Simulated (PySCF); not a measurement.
C6H4NS (charge +1).
Geometry (PBE0-D3(BJ)/def2-SVP, Å), atoms numbered from 1 in this order:
```xyz
12
C6H4NS angstrom
N      3.6857   -0.8061   -0.1730
C      2.5434   -0.6146   -0.1282
C      1.1410   -0.3793   -0.0748
C      0.6108    0.9066   -0.0721
C     -0.7618    1.1597   -0.0219
C     -1.7253    0.1485    0.0290
C     -1.3898   -1.1925    0.0358
S      0.1814   -1.7906   -0.0152
H      1.3145    1.7423   -0.1117
H     -1.0944    2.2013   -0.0234
H     -2.7853    0.4133    0.0657
H     -2.1516   -1.9790    0.0770
```

Method: core-valence-separated Tamm–Dancoff BHandHLYP/aug-pcX-1 (pcseg-1 on H, def2-SVPD on S) in PySCF, non-relativistic, gas phase, PBE0-D3(BJ)/def2-SVP geometry. No empirical shift is added; at this level the pattern usually sits a few eV under experiment.

Problem. What does the C 1s absorption edge look like?

Solution. 
```tsv
E (eV)	f	core hole on	main final orbital	polarisation
281.78	0.0597	C5	LUMO (80 %)	out of plane
282.44	0.0592	C7	LUMO (57 %)	out of plane
282.72	0.0478	C6	LUMO+1 (51 %)	out of plane
282.74	0.0784	C4	LUMO+1 (79 %)	out of plane
282.80	0.0138	C2	LUMO (74 %)	out of plane
283.19	0.0622	C3	LUMO (78 %)	out of plane
283.56	0.0038	C6	LUMO (67 %)	out of plane
283.66	0.0032	C4	LUMO (94 %)	out of plane
283.92	0.0554	C2	LUMO+3 (54 %)	in plane
285.02	0.0188	C2	LUMO+1 (53 %)	out of plane
285.09	0.0004	C5	LUMO+1 (95 %)	–
285.69	0.0034	C7	LUMO+1 (55 %)	out of plane
286.42	0.0389	C2	LUMO+1 (33 %)	out of plane
286.63	0.0017	C3	LUMO+1 (81 %)	out of plane
287.24	0.0025	C2	LUMO+2 (55 %)	in plane
287.32	0.0421	C7	LUMO+3 (31 %)	in plane
287.50	0.0410	C3	LUMO+2 (68 %)	in plane
287.76	0.0150	C6	LUMO+4 (48 %)	in plane
287.93	0.0139	C4	LUMO+2 (35 %)	in plane
287.97	0.0037	C2	LUMO+2 (34 %)	in plane
288.13	0.0187	C5	LUMO+4 (50 %)	in plane
288.24	0.0022	C4	LUMO+3 (85 %)	in plane
288.26	0.0127	C6	LUMO+2 (63 %)	in plane
288.36	0.0197	C4	LUMO+2 (52 %)	in plane
288.43	0.0196	C5	LUMO+9 (57 %)	out of plane
288.54	0.0118	C6	LUMO+9 (41 %)	out of plane
288.56	0.0097	C7	LUMO+3 (45 %)	in plane
```

The first line with a tenth or more of the strongest one's intensity is at 281.78 eV (f = 0.060), with the hole on C5 (aromatic CH carbon), polarised out of plane: a 1s→π* resonance. The strongest listed is at 282.74 eV (f = 0.078; C4, 1s→π*).

Problem. List the nitrogen K-edge absorption lines.

Solution. 
```json
{"E (eV)": "395.98", "f": "0.0521", "core hole on": "N1", "main final orbital": "LUMO (55 %)", "polarisation": "out of plane"}
{"E (eV)": "397.10", "f": "0.0669", "core hole on": "N1", "main final orbital": "LUMO+3 (56 %)", "polarisation": "in plane"}
{"E (eV)": "399.51", "f": "0.0053", "core hole on": "N1", "main final orbital": "LUMO+1 (50 %)", "polarisation": "out of plane"}
{"E (eV)": "401.38", "f": "0.0127", "core hole on": "N1", "main final orbital": "LUMO+1 (33 %)", "polarisation": "out of plane"}
{"E (eV)": "401.89", "f": "0.0031", "core hole on": "N1", "main final orbital": "LUMO+2 (51 %)", "polarisation": "in plane"}
{"E (eV)": "402.58", "f": "0.0006", "core hole on": "N1", "main final orbital": "LUMO+2 (42 %)", "polarisation": "–"}
{"E (eV)": "403.56", "f": "0.0004", "core hole on": "N1", "main final orbital": "spread", "polarisation": "–"}
```

The first line with a tenth or more of the strongest one's intensity is at 395.98 eV (f = 0.052), with the hole on N1 (nitrile nitrogen), polarised out of plane: a 1s→π* resonance. The strongest listed is at 397.10 eV (f = 0.067; N1).

Roots within 0.03 eV whose holes lie on the same, on equivalent or on shared atoms are summed into one line, and the highest roots are left out, as the search may have cut off their partners. Final orbitals are the ground state's empty Kohn–Sham orbitals. A dash: too weak, shared between unlike atoms, or no plane or axis to refer to.

Problem. What length of transition dipole belongs to the line at 282.44 eV?

Solution. From f = (2/3) ΔE |μ|² in atomic units, with ΔE = 10.380 Eh and f = 0.0592: |μ| = 0.092 au = 0.23 D.

Only the lowest roots of each edge were sought.
